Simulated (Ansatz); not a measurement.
A CCSD(T) single point on `F[CH2][GaH][F]`.

```yaml
crystal:
  periodic: [false, false, false]
  atoms:
    - {symbol: F, position_ang: [0.512900, 1.851453, 0.293100]}
    - {symbol: C, position_ang: [-0.284160, 0.728240, 0.470631]}
    - {symbol: Ga, position_ang: [0.394365, -0.806990, -0.579611]}
    - {symbol: F, position_ang: [-0.614114, -2.237080, -0.358781]}
    - {symbol: H, position_ang: [-1.307516, 0.976359, 0.170659]}
    - {symbol: H, position_ang: [-0.307946, 0.483078, 1.537466]}
    - {symbol: H, position_ang: [1.606470, -0.995061, -1.533453]}
basis:
  gaussian: {orbitals: def2-SVP}
correlation: {method: ccsd_t}
```

```sh
$ ansatz run in.yaml --threads 4 --pin off --events-out ev --progress --plain
```

The program prints (abridged):

```
Functional definition: HF
880 factors; integrals over basis functions are off by at most 1.2e-3 eV
mean field evaluation 1: about -58809.8809 eV, gradient 3.5e1 eV
mean field evaluation 2: about -58809.9185 eV, gradient 3.5e1 eV
mean field evaluation 4: about -58812.4512 eV, gradient 2.5e0 eV
mean field evaluation 8: about -58812.4800 eV, gradient 2.3e-1 eV
mean field evaluation 16: about -58812.4255 eV, gradient 6.5e-1 eV
mean field -58812.48012025 eV, -2161.3187798884 hartree, gradient 6.5e-6 eV, S^2 0.000000; 0 other end points of the search recorded, 0 dependent functions left out
12 core orbitals not correlated: weight in the atoms' cores, before any rotation towards them, 1.000 or more for the frozen orbitals, at most 0.000 for the correlated occupied ones
reference -58812.48012025 eV, -2161.3187798884 hartree; 17, 17 occupied and 60, 60 virtual orbitals, 880 factors
second order -19.61547222 eV of doubles, -0.00000000 eV of singles
cycle   1  -19.31824894 eV  change    3.0e-1 eV  update   1.1e-1
cycle   2  -19.85946511 eV  change   -5.4e-1 eV  update   3.4e-2
cycle   3  -19.98230023 eV  change   -1.2e-1 eV  update   1.8e-2
cycle   4  -19.97453565 eV  change    7.8e-3 eV  update   4.3e-3
cycle   5  -19.97115881 eV  change    3.4e-3 eV  update   2.2e-3
cycle   6  -19.97179026 eV  change   -6.3e-4 eV  update   6.4e-4
cycle   7  -19.97168750 eV  change    1.0e-4 eV  update   2.4e-4
cycle   8  -19.97159877 eV  change    8.9e-5 eV  update   7.4e-5
cycle   9  -19.97161308 eV  change   -1.4e-5 eV  update   2.7e-5
perturbative correction -0.45386981 eV, -0.0166794079 hartree
Total energy: -58832.90560314 eV, -2162.0694025396 hartree
```

Hardware: 4 threads of a server CPU on a shared host. Wall time 3.1 s, peak host memory 0.35 GiB.

MP2 recovers 96.0 % of the CCSD(T) correlation energy and the triples give 2.2 %; T1 = 0.0132.
